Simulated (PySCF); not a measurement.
## Worked example: oscillator strength and radiative lifetime

C₂H₅NOSi, SMILES N#CC[SiH2]O.

Geometry optimised at B3LYP-D3(BJ)/def2-SVP. The structure was generated by enumeration, and PubChem lists no compound with its InChIKey, so it may never have been made. The values are those of a single conformer.

PySCF 2.14.0 with TDDFT-B3LYP/def2-SVPD puts the first singlet state with f over 0.02 at 7.81 eV (vertical), with the transition dipole (0.211, -0.404, 0.000) in atomic units.

Task: Find the oscillator strength, the wavelength and the radiative lifetime that this transition would have in vacuum if emission retraced absorption.

Result: 
|μ|² = 0.2077 au, so |μ| = 1.16 D. ΔE = 7.81/27.211 = 0.2870 hartree. f = (2/3) ΔE |μ|² = 0.040 (the program prints 0.040).
λ = 1239.84/7.81 = 159 nm; ν = 62992 cm⁻¹.
Einstein's coefficient A = 0.6670 ν² f s⁻¹ (ν in cm⁻¹) = 1.1e8 s⁻¹, so τ = 1/A = 9.5 ns. This state is S6; the lower singlets have f = 0.003, 0.001, 0.001, 0.001, 0.001. The figure is the radiative limit of this one transition; relaxation, internal conversion, crossing to triplets and a medium change what is measured.
